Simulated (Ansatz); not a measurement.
Reaction: RbF (SMILES [F][Rb]) → RbF+ (parent SMILES [F][Rb], doublet) + e-
Each species at its own B3LYP-D3(BJ)/def2-TZVP minimum (Ansatz, an electronic-structure program).

Total energies in hartree (Ansatz). Open shells are spin-unrestricted; no spin-orbit coupling. Correlated methods leave the cores frozen (noble-gas shells, and filled d and f shells in the p block). Past Kr the def2 sets carry scalar-relativistic core potentials. The spin of FRb+ (parent SMILES [F][Rb], doublet) was assumed, and the state is the lowest solution found for it.

| species | HF/def2-TZVPP | CCSD(T)/def2-TZVPP | HF/def2-QZVPP | CCSD(T)/def2-QZVPP | CCSDT(Q)/def2-QZVPP |
|---|---|---|---|---|---|
| 1: RbF (SMILES [F][Rb]) | -123.31987 | -123.59883 | -123.32692 | -123.63444 | -123.63471 |
| 2: RbF+ (parent SMILES [F][Rb], doublet) | -123.07636 | -123.28954 | -123.08046 | -123.31555 | -123.31584 |

Q: Work out the adiabatic ionisation energy (electronic) in eV: take Hartree-Fock from def2-QZVPP, extrapolate the CCSD(T) correlation energy as X^-3 (X = 3, 4), and add CCSDT(Q) - CCSD(T) in def2-QZVPP. 1 hartree = 27.211 eV.

A: 
Species 1: correlation (64·(-0.30752) - 27·(-0.27896))/37 = -0.32836; step -0.00027; E1 = -123.32692 + (-0.32836) + (-0.00027) = -123.65555
Species 2: correlation (64·(-0.23509) - 27·(-0.21318))/37 = -0.25108; step -0.00029; E2 = -123.08046 + (-0.25108) + (-0.00029) = -123.33183
-1·E1 +1·E2 = 0.32372 hartree = 8.81 eV.
